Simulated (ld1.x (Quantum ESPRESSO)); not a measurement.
Ga: one change to an ultrasoft potential, before and after

| Quantity | Value |
| --- | --- |
| Element | Ga (Z = 31) |
| Generator | ld1.x (Quantum ESPRESSO) 7.5 |
| Type | ultrasoft |
| Functional | LDA (PZ) |
| Relativity | scalar-relativistic |
| Frozen core | [Ar] |
| Valence charge | 13 |
| Reference configuration | 3d10 4s1.5 4p1.5 |
| Partial waves | 4s (bound): rcut 1.25, rcutus 1.75 bohr; 4s channel at 0.8 Ry: rcut 1.25, rcutus 1.75 bohr; 4p (bound): rcut 1.85, rcutus 2.20 bohr; 4p channel at 0.2 Ry: rcut 1.85, rcutus 2.20 bohr; 3d (bound): rcut 1.00, rcutus 1.40 bohr; 3d channel at -0.9 Ry: rcut 1.00, rcutus 1.40 bohr |
| Local potential | all-electron potential smoothed inside 1.05 bohr (lloc = -2) |
| Core correction | Bessel-smoothed model core, default radius (core density twice the valence density) |
| Augmentation charge | PSQ, inside the norm-conserving radii |

Change: augmentation PSQ, radius 1.00 bohr.

Cutoffs: the cutoffs (Ry, on a coarse ladder) from which the occupation-weighted sum of valence levels, in a spherical-Bessel basis at the reference potential, stays within 10 and 1 mRy of its value at 400 Ry; they do not see the model core or the augmentation charge, which bear on the density cutoff. Errors are all-electron minus pseudo energies relative to the spin-unpolarised reference configuration.

**Question.** Predict the effect on cutoff, ghosts and configuration errors.

**Answer.** The potential gets neither clearly harder nor softer (55 Ry and 100 Ry → 55 Ry and 100 Ry); of the 9 tests that both files solve, the error grows in 0 and shrinks in 4 by more than 15 % and 0.3 meV (median size 0.6 → 0.4 meV); neither file shows a bound ghost.

```tsv
quantity	base	changed
cutoff, loose	55 Ry	55 Ry
cutoff, tight	100 Ry	100 Ry
bound ghosts	none	none
error for 3d10 4s2 4p1, meV [ΔE -3.26 eV]	+0.5	+0.3
error for 3d10 4s2 4p0, meV [ΔE 2.63 eV]	-2.3	-0.5
error for 3d10 4s1 4p0, meV [ΔE 24.13 eV]	-8.0	-2.7
error for 3d9 4s2 4p1, meV [ΔE 24.70 eV]	-174	-148
error for 3d9 4s2 4p2, meV [ΔE 17.14 eV]	-204	-137
error for 3d10 4s2 4p0.5, meV [ΔE -1.14 eV]	-0.3	+0.1
error for 3d10 4s2 4p1.3, meV [ΔE -3.84 eV]	+0.6	+0.4
error for 3d10 4s1.5 4p1.5 (spin-polarised), meV [ΔE -0.58 eV]	-0.5	-0.1
error for 3d10 4s2 4p1 (spin-polarised), meV [ΔE -3.40 eV]	+0.4	+0.3
s: phases at 2.39 bohr within 0.05 rad from the reference energy up to (Ry; the scan ends near 5)	3.1	3.1
p: phases at 2.39 bohr within 0.05 rad from the reference energy up to (Ry; the scan ends near 5)	4.5	4.5
d: phases at 2.39 bohr within 0.05 rad from the reference energy up to (Ry; the scan ends near 5)	to the end of the scan	to the end of the scan
lowest overlap eigenvalue by channel	s 0.41, p 0.57, d 1.00	s 0.41, p 0.57, d 1.00
```
